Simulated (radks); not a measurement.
Results of a calculation; reference values are marked as such.
Radial electron density D(r) = 4 pi r^2 rho(r) of an atom or ion with 33 electrons. Code: a radial shooting solver on a logarithmic mesh with Libxc functionals. Model: Dirac Kohn-Sham, BLYP, spin-unpolarised, spherical densities, finite nucleus; Fermi nuclear charge, rms radius of each element as measured or else 0.836 A^(1/3) + 0.57 fm.

r (bohr),D(r) (e/bohr)
0.0007966,2.686
0.001013,4.005
0.001298,6.005
0.00165,8.800
0.002097,12.74
0.002688,18.37
0.003417,25.66
0.004343,34.97
0.005566,46.58
0.007075,59.05
0.008995,71.24
0.01143,80.92
0.01465,85.74
0.01863,84.25
0.02368,78.81
0.03035,75.30
0.03858,80.74
0.04904,95.24
0.06284,108.4
0.07989,105.2
0.1016,88.08
0.1301,78.45
0.1654,87.95
0.2103,91.44
0.2695,65.52
0.3426,33.80
0.4356,20.21
0.5582,13.73
0.7096,5.419
0.902,0.9044
1.156,0.04817
1.469,0.0007622

What is the nuclear charge?

Answer. Z = 63. The innermost maximum, from 1s, lies near gamma/Z bohr with gamma = sqrt(1 - (Z/c)^2) = 0.888, here 0.0141 bohr (found: 0.0155), and its height grows with Z. The density is that of the europium ion Eu30+ in [Ar] 3d10 4s2 4p3; the configuration itself is not fixed sharply by these data, and Z only to a few units. D(r) has 3 maxima, at r = 0.0155, 0.0681, 0.194 bohr, and minima at 0.0301, 0.128 bohr, inside which lie 2.02, 11.12 electrons.
